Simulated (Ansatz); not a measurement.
Geometry optimisation, RKS PBE/def2-SVP in Ansatz.

Input:

```yaml
crystal:
  periodic: [false, false, false]
  atoms:
    - { symbol: W, position_ang: [0.345421, 0.21447, -0.328576] }
    - { symbol: F, position_ang: [0.434739, -0.360256, 2.661085] }
    - { symbol: F, position_ang: [1.901534, -0.812173, -0.024766] }
    - { symbol: F, position_ang: [-0.248422, 1.821836, -1.106092] }
    - { symbol: H, position_ang: [-1.027549, 0.578827, 0.629066] }
    - { symbol: F, position_ang: [-0.460585, -1.469711, -0.088222] }
    - { symbol: H, position_ang: [0.369486, -0.121795, -2.00558] }
    - { symbol: P, position_ang: [1.601158, 1.862619, 0.998592] }
    - { symbol: H, position_ang: [2.933295, 1.347478, 1.050393] }
    - { symbol: H, position_ang: [1.814418, 2.953518, 0.098029] }
    - { symbol: H, position_ang: [0.335605, 0.543789, 2.872272] }
basis:
  gaussian: { orbitals: def2-SVP }
hamiltonian:
  xc: pbe
relax:
  f_tol: 0.03
  max_steps: 50
```

Run as:

```bash
$ ansatz run input.yaml --threads 4 --pin off --max-ram 5120MiB --backend cpu --events-out ev --progress --plain --runs-dir out
```

Q: Where does it end, and by what steps?

A: The forces met the threshold. After 23 steps the energy has fallen by 0.244 eV; H10 moved furthest, 0.98 Å. Joined: W1–F2 (3.05 → 2.48 Å).

```json
{"step": "0", "energy less start (eV)": "0.0000", "largest force component (eV/Å)": "0.441", "accepted": "yes"}
{"step": "1", "energy less start (eV)": "-0.0633", "largest force component (eV/Å)": "0.163", "accepted": "yes"}
{"step": "2", "energy less start (eV)": "-0.0727", "largest force component (eV/Å)": "0.752", "accepted": "yes"}
{"step": "3", "energy less start (eV)": "-0.0809", "largest force component (eV/Å)": "0.439", "accepted": "yes"}
{"step": "4", "energy less start (eV)": "-0.0666", "largest force component (eV/Å)": "0.402", "accepted": "no"}
{"step": "5", "energy less start (eV)": "-0.0965", "largest force component (eV/Å)": "0.112", "accepted": "yes"}
{"step": "6", "energy less start (eV)": "-0.1023", "largest force component (eV/Å)": "0.083", "accepted": "yes"}
{"step": "7", "energy less start (eV)": "-0.0839", "largest force component (eV/Å)": "0.466", "accepted": "no"}
{"step": "8", "energy less start (eV)": "-0.1081", "largest force component (eV/Å)": "0.076", "accepted": "yes"}
{"step": "9", "energy less start (eV)": "-0.1130", "largest force component (eV/Å)": "0.102", "accepted": "yes"}
{"step": "10", "energy less start (eV)": "-0.1184", "largest force component (eV/Å)": "0.241", "accepted": "yes"}
{"step": "11", "energy less start (eV)": "-0.1160", "largest force component (eV/Å)": "0.547", "accepted": "no"}
{"step": "12", "energy less start (eV)": "-0.1283", "largest force component (eV/Å)": "0.278", "accepted": "yes"}
{"step": "13", "energy less start (eV)": "-0.1420", "largest force component (eV/Å)": "0.355", "accepted": "yes"}
{"step": "14", "energy less start (eV)": "-0.1730", "largest force component (eV/Å)": "0.317", "accepted": "yes"}
{"step": "15", "energy less start (eV)": "-0.2051", "largest force component (eV/Å)": "0.991", "accepted": "yes"}
{"step": "16", "energy less start (eV)": "-0.2015", "largest force component (eV/Å)": "0.471", "accepted": "no"}
{"step": "17", "energy less start (eV)": "-0.2301", "largest force component (eV/Å)": "0.266", "accepted": "yes"}
{"step": "18", "energy less start (eV)": "-0.2375", "largest force component (eV/Å)": "0.184", "accepted": "yes"}
{"step": "19", "energy less start (eV)": "-0.2421", "largest force component (eV/Å)": "0.084", "accepted": "yes"}
{"step": "20", "energy less start (eV)": "-0.2434", "largest force component (eV/Å)": "0.056", "accepted": "yes"}
{"step": "21", "energy less start (eV)": "-0.2439", "largest force component (eV/Å)": "0.057", "accepted": "yes"}
{"step": "22", "energy less start (eV)": "-0.2441", "largest force component (eV/Å)": "0.053", "accepted": "yes"}
{"step": "23", "energy less start (eV)": "-0.2442", "largest force component (eV/Å)": "0.013", "accepted": "yes"}
```

```xyz
11
Properties=species:S:1:pos:R:3
W 0.379 0.041 -0.211
F 0.337 -0.544 2.199
F 1.970 -0.875 0.171
F 0.281 1.503 -1.400
H -0.646 1.154 0.613
F -1.071 -1.085 0.104
H 0.395 -0.586 -1.812
P 1.566 1.802 1.253
H 2.862 1.810 0.630
H 1.108 3.066 0.768
H 0.819 0.273 2.441
```

Whether the end is a true minimum wasn't checked by a vibrational analysis.

Run time: 53 s on 4 threads of Arm Neoverse V1, on a shared host, peak memory 0.2 GiB.
